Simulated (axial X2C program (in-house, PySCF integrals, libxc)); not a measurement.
# Estimating the spin–orbit splitting of the π levels of HfS

All values were computed with an in-house relativistic program for diatomic molecules. Spin-free means the one-electron spin-free X2C Hamiltonian; two-component (2c) means X2C with spin–orbit coupling and atomic mean-field two-electron Coulomb and Gaunt terms, so the difference of the two also holds small scalar two-electron terms. Basis: Hf dyall-cv3z [13s14p9d7f4g], S dyall-av3z [9s8p3d2f] (cores contracted in-house); Gaussian nuclei, density fitting, unrestricted open shells. Masses: Hf 179.947 u, S 31.972 u.

Hartree–Fock at 2.153 Å, closed shell. Valence p splittings ε(p3/2) − ε(p1/2) of spherical Dirac–Hartree–Fock atoms with fractionally filled p shells: S 3p 0.090 eV.

```tsv
filled π level (eV), spin-free	S p share	Hf p share
-9.81	0.65	0.05
```

Task: In first order a p shell splits by 3ζ/2 and a π orbital by ζ. Estimate the splitting of each π level from the shares.

Result: level -9.81 eV: (2/3) × (0.65 × 0.090) = 0.04 eV.

The two-component Hartree–Fock calculation gives:

| ε(ω = 1/2) (eV) | σ share of it | ε(ω = 3/2) (eV) | splitting (eV) | estimate (eV) |
| --- | --- | --- | --- | --- |
| -9.863 | 0.00 | -9.770 | 0.09 | 0.04 |

The estimate leaves out the mixing of π1/2 with σ1/2 levels, which pushes the ω = 1/2 spinor up or down, the d and f parts of the orbital, small shares of the strongly split outer-core p shell of a metal, the Gaunt term (absent from the atomic values), and the change of the atomic p orbitals with charge; Löwdin shares depend on the basis.
